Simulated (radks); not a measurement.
Q: These are the eigenvalues of the occupied orbitals of an atom or ion with whole-number occupations (eV). All-electron calculation, scalar-relativistic Kohn-Sham, PBE, spin-polarised, spherical densities, point nucleus. Program: a radial shooting solver on a logarithmic mesh with Libxc functionals.

1s down: -23046.51
1s up: -23046.51
2s up: -3347.697
2s down: -3347.405
2p up: -3000.913
2p down: -3000.693
3s up: -604.4479
3s down: -604.3024
3p up: -490.4606
3p down: -490.2939
3d up: -308.2496
3d down: -307.9855
4s up: -90.7534
4s down: -89.4631
4p up: -58.7481
4p down: -57.3863
4d up: -14.1739
4d down: -12.8521

Which element is it, and in what charge state? The configuration may be excited. Open shells, if any, are filled with parallel spins first.

A: Z = 45, rhodium, charge +1: Rh+ in [Kr] 4d8. The list shows which subshells hold electrons but not how many an open one holds; the 1s level, -846.94 hartree, gives Z - s = 41.2 by -(Z - s)^2/2, which with screening and relativity narrows Z to a few neighbours, and the depths of the outer levels then fix element, charge and occupations together.
